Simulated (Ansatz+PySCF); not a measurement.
Results of a calculation; reference values are marked as such.
A run of Ansatz (development build ahead of 0.2.0) on singlet BeH₂ at this shape:

```xyz
3

H     0.0000    0.0000   -2.0087
Be    0.0000    0.0000    0.0000
H     0.0000    0.0000    2.0087
```

Its results:

- Converged: yes
- Total energy: -15.75583 hartree
- Spin squared of the determinant: 0.000
- Stability test: minimum among restricted orbitals

Forces (eV/Å):
| atom | Fx | Fy | Fz |
| --- | --- | --- | --- |
| H1 | 0.000 | 0.000 | 3.034 |
| Be2 | 0.000 | 0.000 | 0.000 |
| H3 | 0.000 | 0.000 | -3.034 |

**Question.** Which input gives this output? Name the method, the orbitals and the basis set, and write the input.

**Answer.** PBE0 (restricted) in cc-pVDZ. An unrestricted run that stays on the closed shell gives the same numbers.

```yaml
crystal:
  periodic: [false, false, false]
  atoms:
    - { symbol: H, position_ang: [0.0, 0.0, -2.00866] }
    - { symbol: Be, position_ang: [0.0, 0.0, 0.0] }
    - { symbol: H, position_ang: [0.0, 0.0, 2.00866] }
basis:
  gaussian: { orbitals: cc-pVDZ }
hamiltonian:
  xc: pbe0
output:
  forces: true
```
